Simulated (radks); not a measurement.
Isoelectronic series with 13 electrons, each ion in its NIST ground configuration. Method: Dirac Kohn-Sham, BLYP, spin-unpolarised, spherical densities, finite nucleus; open shells fill j = l - 1/2 first; Fermi nuclear charge, rms radius of each element as measured or else 0.836 A^(1/3) + 0.57 fm; computed with a radial shooting solver on a logarithmic mesh with Libxc functionals. Total energies (hartree) and mean radii <r> (bohr) (* marks an orbital that is empty in some or all of the ions):

ion,configuration,E (hartree),3p3/2*,3p1/2,3s1/2,2p3/2,2p1/2
Al,[Ne] 3s2 3p1,-242.83610,3.497,3.486,2.529,0.6046,0.6023
Si+,[Ne] 3s2 3p1,-289.72189,2.470,2.463,2.052,0.5382,0.5359
P2+,[Ne] 3s2 3p1,-341.02802,1.977,1.971,1.741,0.4851,0.4829
S3+,[Ne] 3s2 3p1,-396.74778,1.667,1.662,1.519,0.4416,0.4394
Cl4+,[Ne] 3s2 3p1,-456.88206,1.449,1.444,1.351,0.4054,0.4031
Ar5+,[Ne] 3s2 3p1,-521.43552,1.285,1.280,1.219,0.3747,0.3723
K6+,[Ne] 3s2 3p1,-590.41509,1.156,1.152,1.111,0.3483,0.3459
Ca7+,[Ne] 3s2 3p1,-663.82930,1.052,1.048,1.022,0.3254,0.3229
Sc8+,[Ne] 3s2 3p1,-741.68797,0.9662,0.9616,0.9459,0.3054,0.3028
Ti9+,[Ne] 3s2 3p1,-824.00207,0.8936,0.8891,0.8809,0.2876,0.2850
V10+,[Ne] 3s2 3p1,-910.78355,0.8316,0.8269,0.8244,0.2719,0.2692
Cr11+,[Ne] 3s2 3p1,-1002.04515,0.7778,0.7731,0.7749,0.2577,0.2550
Mn12+,[Ne] 3s2 3p1,-1097.80059,0.7307,0.7259,0.7310,0.2450,0.2421
Fe13+,[Ne] 3s2 3p1,-1198.06447,0.6891,0.6843,0.6919,0.2334,0.2305
Co14+,[Ne] 3s2 3p1,-1302.85211,0.6520,0.6471,0.6567,0.2229,0.2199
Ni15+,[Ne] 3s2 3p1,-1412.17993,0.6188,0.6138,0.6250,0.2133,0.2102
Cu16+,[Ne] 3s2 3p1,-1526.06442,0.5889,0.5838,0.5961,0.2045,0.2013
Zn17+,[Ne] 3s2 3p1,-1644.52403,0.5617,0.5565,0.5698,0.1964,0.1931
Ga18+,[Ne] 3s2 3p1,-1767.57718,0.5370,0.5317,0.5457,0.1889,0.1856
Ge19+,[Ne] 3s2 3p1,-1895.24348,0.5143,0.5089,0.5235,0.1819,0.1785
As20+,[Ne] 3s2 3p1,-2027.54381,0.4935,0.4880,0.5030,0.1755,0.1720
Se21+,[Ne] 3s2 3p1,-2164.49907,0.4743,0.4687,0.4840,0.1695,0.1658
